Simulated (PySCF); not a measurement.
(E)-1-bromo-1-chloroprop-1-ene (C₃H₄BrCl), SMILES C/C=C(\Cl)Br.

Geometry: PBE-D3(BJ)/def2-SVP.

Calculation: PBE-D3(BJ)/def2-SVP run with PySCF 2.14.0.

Frequencies are harmonic and unscaled.

| mode | ν (cm⁻¹) | IR (km/mol) | moving atoms (share of kinetic energy) |
|---|---|---|---|
| 1 | 121 | 0.4 | H 97 % |
| 2 | 195 | 1.4 | C 66 %, H 29 % |
| 3 | 206 | 0.7 | C 40 %, Cl 31 %, H 19 %, Br 10 % |
| 4 | 236 | 0.0 | Cl 58 %, Br 25 %, C 16 % |
| 5 | 357 | 5.6 | C 57 %, Br 28 %, H 15 % |
| 6 | 454 | 2.0 | C 85 %, H 11 % |
| 7 | 576 | 3.4 | C 53 %, Cl 30 %, H 16 % |
| 8 | 788 | 14.4 | H 88 %, C 12 % |
| 9 | 815 | 125.7 | C 75 %, H 16 % |
| 10 | 949 | 44.4 | H 51 %, C 49 % |
| 11 | 998 | 0.0 | H 65 %, C 35 % |
| 12 | 1096 | 15.4 | C 66 %, H 34 % |
| 13 | 1238 | 14.3 | H 79 %, C 20 % |
| 14 | 1337 | 0.7 | H 76 %, C 24 % |
| 15 | 1398 | 6.6 | H 95 % |
| 16 | 1404 | 7.6 | H 96 % |
| 17 | 1646 | 22.5 | C 95 % |
| 18 | 2964 | 19.8 | H 97 % |
| 19 | 3031 | 6.9 | H 91 %, C 9 % |
| 20 | 3088 | 2.8 | H 91 %, C 9 % |
| 21 | 3112 | 3.2 | H 92 %, C 8 % |
